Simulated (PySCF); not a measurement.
## Working out the excitation energy of Te

Te [Kr] 4d10 5s2 5p4 (3P) → Te [Kr] 4d10 5s2 5p3 6s1 (5S). All numbers are calculated (PySCF 2.14, a scalar-relativistic core potential, in aug-cc-pVDZ-PP with ECP28MDF (5s4p3d, 32 functions)). Frozen: 4s2 4p6 4d10. Energies in hartree (1 hartree = 27.21139 eV):

| part | Te (lower) | Te (upper) |
| --- | --- | --- |
| UHF | -266.998483 | -266.823711 |
| CCSD correlation | -0.077902 | -0.072869 |
| (T) | -0.001291 | -0.001286 |

Problem. What does Hartree-Fock give?

Solution. (-266.823711) − (-266.998483) = 0.174772 hartree = 4.756 eV.

Problem. What do CCSD and CCSD(T) give?

Solution. The CCSD correlation energies differ by 0.005033 hartree = 0.137 eV and the triples by 0.000005 hartree = 0.000 eV, so CCSD gives 4.893 eV and CCSD(T) 4.893 eV.

Measured between the centres of the two terms (NIST): 5.226 eV, so CCSD(T) (valence) is off by -0.333 eV.

A double-zeta basis recovers only part of the correlation energy.

What remains against the reference includes basis incompleteness, the frozen core and higher excitations.
